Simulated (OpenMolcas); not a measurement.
## V4+: moving or changing the point charges

V4+ among 6 point charges of -2.2 e arranged as an octahedron (Oh), 1.72 Å from the ion.

```json
{
  "Program": "OpenMolcas 26.06",
  "Method": "CASSCF",
  "Basis": "ANO-RCC-VDZP [5s4p2d1f]",
  "Scalar Hamiltonian": "DKH2, point nucleus",
  "Active space": "1 electron in 5 orbitals (3d)",
  "State averaging": "2S+1 = 2 even, 5 roots",
  "Spin-orbit coupling": "RASSI with atomic mean-field integrals over the reference wave functions"
}
```

Runs around this geometry, states (labels of O, the rotations of Oh). Energies in cm-1 above the lowest state or level, χT in cm3 K/mol; under a threefold ground state the first gap can be a small split of the lowest multiplet, not the spin-orbit step; 10Dq is the gap between the two states.

```
R (Å)  q (e)  Ground state  First state of that spin   10Dq  First gap with spin-orbit (degeneracies)  χT at 300 K
 1.72  -1.43           2T2                   2E 5928   5928                              366.2 (4, 2)        0.367
 1.58   -2.2           2T2                  2E 13040  13040                              348.2 (4, 2)        0.370
 1.72   -2.2           2T2                   2E 8797   8797                              359.8 (4, 2)        0.366
  1.8   -2.2           2T2                   2E 7123   7123                              364.3 (4, 2)        0.365
```

Taking |10Dq| as R^-n, n = -ln(7123 / 13040) / ln(1.8 / 1.58) = 4.6 between the shortest and longest distance. The point-charge formula for a cubic d site gives n = 5.

Scaling the charges by -1.43 / -2.2 = 0.65 scales |10Dq| by 5928 / 8797 = 0.67; with fixed orbitals a first-order splitting would follow the charge.

An orbital triplet at a regular site is open to Jahn-Teller coupling, which can distort the site and quench the lowest spin-orbit gaps and is left out. This field is weak: 10Dq is about 5928 cm-1, while octahedral complexes of 3d ions of charge 3 and more, computed by the same method with explicit ligands, had a median near 15000 cm-1. Ground spin and moment need not be those of a real site (figures for R = 1.72, q = -1.43; the like holds for R = 1.72, q = -2.2, R = 1.8, q = -2.2). This is an electrostatic model: the charges have no orbitals. No measured value stands beside these numbers.
